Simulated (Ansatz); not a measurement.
The cluster Ge4F8⁻. Total charge -1; doublet. Geometry PBE-D4/def2-SVP, that of the neutral singlet.

| atom | x (Å) | y (Å) | z (Å) |
| --- | --- | --- | --- |
| Ge1 | 1.8039 | 1.4992 | 1.0917 |
| Ge2 | 1.5623 | -0.3780 | -2.1226 |
| Ge3 | -0.7808 | 1.3701 | 0.5560 |
| Ge4 | -0.8741 | -1.1810 | 0.2196 |
| F5 | 2.3526 | 0.7342 | -0.6951 |
| F6 | -1.5769 | 1.4662 | 2.1343 |
| F7 | 1.3734 | -0.1661 | 1.6692 |
| F8 | 0.7826 | -1.5894 | -0.7587 |
| F9 | -1.9158 | -1.8948 | -0.9966 |
| F10 | 0.0506 | 0.5997 | -1.9998 |
| F11 | -2.0428 | 2.0129 | -0.4854 |
| F12 | -0.7351 | -2.4728 | 1.3872 |

At PBE-D4/def2-SVP, r2SCAN-D4/def2-SVP, PBE0-D4/def2-SVP the highest occupied level of the charge -1 doublet lies above zero (up to 1.29 eV). By energy differences its removal costs 0.93 eV (vertical, to the charge 0 singlet, at PBE-D4/def2-SVP); self-interaction error and the lack of diffuse functions both raise the level. The structure comes from a short search, and lower isomers may exist.

Estimate the α-spin orbital energies around the gap (eV) in Ansatz with PBE-D4/def2-SVP, r2SCAN-D4/def2-SVP, PBE0-D4/def2-SVP.


```
orbital  PBE-D4/def2-SVP  r2SCAN-D4/def2-SVP  PBE0-D4/def2-SVP
 HOMO−5            -4.57               -5.19             -6.69
 HOMO−4            -4.51               -5.05             -6.19
 HOMO−3            -3.69               -4.18             -5.19
 HOMO−2            -3.56               -4.08             -5.12
 HOMO−1            -1.95               -2.29             -3.05
   HOMO             1.29                1.12              0.68
   LUMO             1.71                1.74              2.32
 LUMO+1             1.95                1.89              2.47
 LUMO+2             2.38                2.45              3.07
 LUMO+3             2.52                2.62              3.27
 LUMO+4             3.18                3.28              3.91
 LUMO+5             3.39                3.47              4.13
 β HOMO            -1.81               -2.11             -2.79
 β LUMO             1.74                1.90              2.44
```
